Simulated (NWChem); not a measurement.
System meant: Au$_{2}$; SMILES [Au][Au]

Here is an NWChem input.

```
start job
memory heap 200 mb stack 900 mb global 1100 mb
geometry units angstroms noautoz
  Au     0.000000     0.000000    -1.269945
  Au     0.000000     0.000000     1.269945
end
basis spherical
  Au library def2-svp
end
ecp
  Au library def2-ecp
end
dft
  xc b3lyp
  iterations 4
  mulliken
end
task dft energy
```

End of the output:

```
    Atom       Charge   Shell Charges
 -----------   ------   -------------------------------------------------------
    1 Au  19    19.00   0.00  0.02  1.03  0.90  0.54  0.48  4.90  1.09  0.10  8.09  1.84  0.00
    2 Au  19    19.00   0.00  0.02  1.03  0.90  0.54  0.48  4.90  1.09  0.10  8.09  1.84  0.00

 center of mass
 --------------
 x =   0.00000000 y =   0.00000000 z =   0.00000000

 moments of inertia (a.u.)
 ------------------
        2268.767960864383           0.000000000000           0.000000000000
           0.000000000000        2268.767960864383           0.000000000000
           0.000000000000           0.000000000000           0.000000000000

     Multipole analysis of the density
     ---------------------------------

     L   x y z        total         alpha         beta         nuclear
     -   - - -        -----         -----         ----         -------
     0   0 0 0     -0.000000    -19.000000    -19.000000     38.000000

     1   1 0 0      0.000000      0.000000      0.000000      0.000000
     1   0 1 0     -0.000000     -0.000000     -0.000000      0.000000
     1   0 0 1     -0.000000     -0.000000     -0.000000      0.000000

     2   2 0 0    -34.758565    -17.379282    -17.379282      0.000000
     2   1 1 0     -0.000000     -0.000000     -0.000000      0.000000
     2   1 0 1      0.000000      0.000000      0.000000      0.000000
     2   0 2 0    -34.758565    -17.379282    -17.379282      0.000000
     2   0 1 1      0.000000      0.000000      0.000000      0.000000
     2   0 0 2    -28.757810   -123.805050   -123.805050    218.852289

 ------------------------------------------------------------------------
 dft energy failed                                                                                  0
 ------------------------------------------------------------------------
 ------------------------------------------------------------------------
  current input line :
    18: task dft energy
 ------------------------------------------------------------------------
 ------------------------------------------------------------------------
 This type of error is most commonly associated with calculations not reaching convergence criteria
 ------------------------------------------------------------------------
 For more information see the NWChem manual at https://nwchemgit.github.io

0:dft energy failed:Received an Error in Communication
```

Problem. Can this run be used? If not, why, and what is the fix?

Solution. The run did not converge; its last values are not results. Cause: the SCF was allowed too few iterations. This input runs:
```
start job
memory heap 200 mb stack 900 mb global 1100 mb
geometry units angstroms noautoz
  Au     0.000000     0.000000    -1.269945
  Au     0.000000     0.000000     1.269945
end
basis spherical
  * library def2-svp
end
ecp
  Au library def2-ecp
end
dft
  xc b3lyp
  iterations 150
  mulliken
end
task dft energy
```
It converges to -271.57952 Ha (B3LYP/def2-SVP with def2 effective core potentials on Au).
